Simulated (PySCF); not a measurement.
Species: C₆H₉O₃ (charge -1).
SMILES with atom numbers: `[CH3:1][C:2](=[O:3])/[CH:4]=[C:5](/[O-:6])[CH2:7][CH2:8][OH:9]` (hydrogens: H10, H11, H12 on C1; H13 on C4; H14, H15 on C7; H16, H17 on C8; H18 on O9)
Bond orders are those of one Lewis drawing.

Method: PBE0-D3(BJ)/def2-SVP geometry optimisation, gas phase in PySCF 2.14.0; density fitting, grid level 1; the optimiser is geomeTRIC in internal coordinates, started from a GFN2-xTB structure with every atom displaced at random (about 0.01 Å).

Step 1: E = -12488.2355 eV
```
atom  x, y, z in Å  |  force x, y, z in eV/Å
C1      3.1822   -0.5288   -0.2432    0.086  -0.258   0.019
C2      1.7448   -0.1785    0.1546   -0.299   0.068  -0.011
O3      1.4565   -0.2239    1.3611    0.031  -0.031  -0.090
C4      0.8966    0.1675   -0.9431    0.303  -0.023   0.096
C5     -0.4573    0.5492   -0.9403   -0.266  -0.076  -0.201
O6     -1.0510    0.9131   -1.9927   -0.035  -0.012   0.077
C7     -1.3102    0.4819    0.3210    0.283   0.226   0.124
C8     -2.5993   -0.2861    0.0571    0.003  -0.226  -0.054
O9     -3.3510    0.2655   -0.9814   -0.108   0.028   0.229
H10     3.6272    0.2622   -0.8643    0.042   0.047  -0.046
H11     3.7854   -0.6655    0.6705   -0.083  -0.007  -0.117
H12     3.2037   -1.4632   -0.8423    0.013   0.189   0.146
H13     1.3450    0.1776   -1.9451    0.023   0.053   0.091
H14    -0.7173    0.0589    1.1477   -0.077  -0.004  -0.042
H15    -1.5714    1.5253    0.5937    0.000  -0.116  -0.025
H16    -3.2136   -0.3149    0.9778   -0.026   0.046   0.037
H17    -2.3299   -1.3517   -0.1501   -0.006   0.084  -0.008
H18    -2.6477    0.6362   -1.5693    0.116   0.013  -0.225
```

Step 2: E = -12488.2072 eV
```
atom  x, y, z in Å  |  force x, y, z in eV/Å
C1      3.1349   -0.5314   -0.1906    0.025  -0.045  -0.030
C2      1.6731   -0.1742    0.1082    0.166  -0.046  -0.180
O3      1.3101   -0.2364    1.2925    0.292  -0.080   0.114
C4      0.9009    0.1865   -1.0348   -0.082   0.101   0.082
C5     -0.4567    0.5629   -1.0147   -0.536   0.022  -0.013
O6     -1.1151    0.9474   -2.0195    0.342  -0.121  -0.102
C7     -1.2414    0.4736    0.2862   -0.066   0.058   0.113
C8     -2.5424   -0.2970    0.0870    0.042  -0.004  -0.048
O9     -3.3579    0.2640   -0.8971   -0.068   0.056  -0.023
H10     3.6321    0.2625   -0.7706    0.009   0.007  -0.008
H11     3.6669   -0.6836    0.7597   -0.017  -0.003  -0.019
H12     3.1940   -1.4560   -0.7916    0.000   0.030   0.033
H13     1.3820    0.2151   -2.0190    0.058   0.017   0.076
H14    -0.6083    0.0411    1.0749   -0.151   0.031  -0.035
H15    -1.4939    1.5086    0.5855   -0.018  -0.011  -0.015
H16    -3.0992   -0.3286    1.0449   -0.019   0.017  -0.011
H17    -2.2879   -1.3589   -0.1450    0.013   0.022  -0.014
H18    -2.6987    0.6290   -1.5442    0.010  -0.053   0.080
```

Step 3: E = -12488.2375 eV
```
atom  x, y, z in Å  |  force x, y, z in eV/Å
C1      3.1570   -0.5310   -0.2141    0.043  -0.110  -0.020
C2      1.7063   -0.1729    0.1304   -0.029   0.006  -0.092
O3      1.3801   -0.2193    1.3262    0.122  -0.051   0.032
C4      0.8981    0.1765   -0.9923    0.058   0.066   0.031
C5     -0.4573    0.5592   -0.9814   -0.413  -0.065  -0.066
O6     -1.0884    0.9356   -2.0066    0.202  -0.064  -0.028
C7     -1.2726    0.4755    0.3019    0.106   0.137   0.125
C8     -2.5687   -0.2935    0.0716    0.027  -0.109  -0.057
O9     -3.3562    0.2655   -0.9361   -0.060   0.068   0.086
H10     3.6308    0.2577   -0.8189    0.021   0.019  -0.019
H11     3.7230   -0.6711    0.7197   -0.038  -0.007  -0.050
H12     3.1966   -1.4627   -0.8089    0.006   0.078   0.070
H13     1.3629    0.1903   -1.9852    0.050   0.041   0.071
H14    -0.6565    0.0450    1.1059   -0.101   0.012  -0.024
H15    -1.5288    1.5131    0.5924   -0.014  -0.047  -0.009
H16    -3.1515   -0.3284    1.0133   -0.018   0.036   0.009
H17    -2.3063   -1.3558   -0.1532    0.006   0.041  -0.011
H18    -2.6759    0.6410   -1.5530    0.033  -0.050  -0.048
```

Problem. Estimate the geometry and energy of step 4. (The exact step hangs on the optimiser's Hessian estimate; all steps are aligned on step 3, rigid shifts and turns removed.)

Solution. E = -12488.2463 eV, largest force 0.231 eV/Å
```
atom  x, y, z in Å  |  force x, y, z in eV/Å
C1      3.1710   -0.5303   -0.2256    0.022  -0.025  -0.083
C2      1.7229   -0.1785    0.1390    0.003  -0.016   0.002
O3      1.4218   -0.2364    1.3406   -0.056  -0.012   0.032
C4      0.8983    0.1744   -0.9697    0.030   0.070   0.014
C5     -0.4600    0.5554   -0.9690   -0.191  -0.108  -0.071
O6     -1.0712    0.9263   -2.0074    0.057  -0.057   0.027
C7     -1.2889    0.4796    0.3062    0.115   0.129   0.055
C8     -2.5843   -0.2894    0.0681    0.020  -0.102  -0.018
O9     -3.3625    0.2642   -0.9498    0.026   0.112   0.026
H10     3.6362    0.2634   -0.8320    0.015   0.003  -0.009
H11     3.7476   -0.6743    0.6995   -0.025  -0.006  -0.012
H12     3.2067   -1.4569   -0.8245    0.008   0.018   0.025
H13     1.3618    0.1918   -1.9624    0.043   0.046   0.028
H14    -0.6841    0.0530    1.1192   -0.039  -0.015   0.006
H15    -1.5479    1.5179    0.5875   -0.018  -0.018   0.000
H16    -3.1753   -0.3151    1.0055   -0.015   0.028  -0.007
H17    -2.3226   -1.3530   -0.1470    0.012   0.027  -0.013
H18    -2.6767    0.6325   -1.5668   -0.008  -0.072  -0.002
```

The energy changes by -0.0089 eV. The first-order estimate −F·Δx gives -0.0150 eV and the mean of the old and new forces, exact on a quadratic surface, -0.0084 eV. The step makes an angle of 76° with the force vector and moves no atom by more than 0.047 Å.

What follows is the cost of the whole optimisation. On one thread of an Arm Neoverse V2, no GPU, shared host, this took 2.6 min wall and 0.76 GiB of memory at its peak.
